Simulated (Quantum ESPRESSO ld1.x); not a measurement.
Results of a calculation; reference values are marked as such.
Question: Coherent X-ray form factor from a spherical all-electron density. Code: ld1.x of Quantum ESPRESSO 7.5. Model: Dirac Kohn-Sham, relativistic LDA (MacDonald-Vosko exchange, VWN5 correlation), spin-unpolarised, spherical densities, point nucleus.

sin(theta)/lambda (1/angstrom)  f0 (electrons)
0.05                                    41.520
0.1                                     40.164
0.15                                    38.147
0.2                                     35.744
0.25                                    33.216
0.3                                     30.762
0.4                                     26.496
0.5                                     23.246
0.6                                     20.818
0.8                                     17.284
1                                       14.400
1.25                                    11.277
1.5                                      8.889
2                                        6.272

The species is in the configuration that NIST lists as its ground one. Which atom or ion scatters so?

Answer: The rhodium ion Rh3+, [Kr] 4d6. Extrapolating in s^2 from the first two rows gives f0(0) = 42.0, near the electron count 42; among species with that count, the fall with angle is slower the higher Z, and the table is that of Z = 45; from so few rows the species is fixed only to a neighbour or two.
